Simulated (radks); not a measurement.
The numbers below are computed, except where a source is named.
All-electron atom: H I in 2s1 (not the ground configuration).

Code: a radial shooting solver on a logarithmic mesh with Libxc functionals. Model: non-relativistic Kohn-Sham, PBE, spin-polarised, spherical densities, point nucleus; open shells are filled with parallel spins first.

Energy parts (hartree):
part                    energy
total                 -0.13619
kinetic                0.13323
electron-nucleus      -0.25803
Hartree                0.08025
exchange-correlation  -0.09164

Orbitals (lengths in bohr, moments of r in powers of bohr; <r^-3> diverges for s and p1/2; r(max) is where P^2 peaks):
[
 {"orbital": "1s up", "occ.": "0", "eigenvalue (hartree)": "-0.48112", "r(max)": "0.8764", "<1/r>": "1.131", "<r^-3>": "-"},
 {"orbital": "2s up", "occ.": "1", "eigenvalue (hartree)": "-0.08189", "r(max)": "4.981", "<1/r>": "0.2580", "<r^-3>": "-"},
 {"orbital": "2p up", "occ.": "0", "eigenvalue (hartree)": "-0.06859", "r(max)": "4.544", "<1/r>": "0.2307", "<r^-3>": "0.03185"}
]

The highest occupied level is 2s up at -2.228 eV. The configuration is held as typed, so some empty levels lie below it. Spin moment in Bohr magnetons: 1.
